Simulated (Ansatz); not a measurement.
Relaxation of BClH5NSi (9 atoms, charge 0, multiplicity 1), to a largest force component of 0.015 eV/Å in at most 40 steps.

Theory: RKS B3LYP/def2-SVP in Ansatz.

```xyz
9
Properties=species:S:1:pos:R:3
Si 0.082 1.347 0.158
N -0.354 -0.344 0.237
B -1.550 -0.972 -0.092
Cl -1.707 -2.669 0.137
H -0.781 2.004 -0.828
H -0.160 1.864 1.506
H 1.488 1.427 -0.221
H 0.371 -0.943 0.609
H -2.448 -0.364 -0.528
```

Question: Where does it end, and by what steps?

Answer: It converged. The force dipped under the threshold on the way, but the program's further checks kept it going. After 12 steps the energy has fallen by 0.144 eV; H6 moved furthest, 0.33 Å.

```tsv
step	energy less start (eV)	largest force component (eV/Å)	accepted
0	0.0000	1.565	yes
1	-0.1155	0.730	yes
2	-0.1167	0.594	yes
3	-0.1095	1.193	no
4	-0.1364	0.344	yes
5	-0.1398	0.162	yes
6	-0.1420	0.036	yes
7	-0.1429	0.076	yes
8	-0.1433	0.040	yes
9	-0.1436	0.042	yes
10	-0.1431	0.111	no
11	-0.1437	0.002	yes
12	-0.1438	0.006	yes
```

```xyz
9
Properties=species:S:1:pos:R:3
Si 0.068 1.342 0.196
N -0.374 -0.362 0.350
B -1.504 -0.997 -0.180
Cl -1.769 -2.737 0.095
H -0.976 2.008 -0.624
H 0.153 1.978 1.542
H 1.402 1.470 -0.460
H 0.260 -0.955 0.886
H -2.319 -0.396 -0.828
```

Whether the end is a true minimum wasn't checked by a vibrational analysis.

Run time: 75 s on 1 thread of Intel(R) Xeon(R) Processor @ 2.70GHz, with other jobs on the host, peak memory 0.18 GiB.
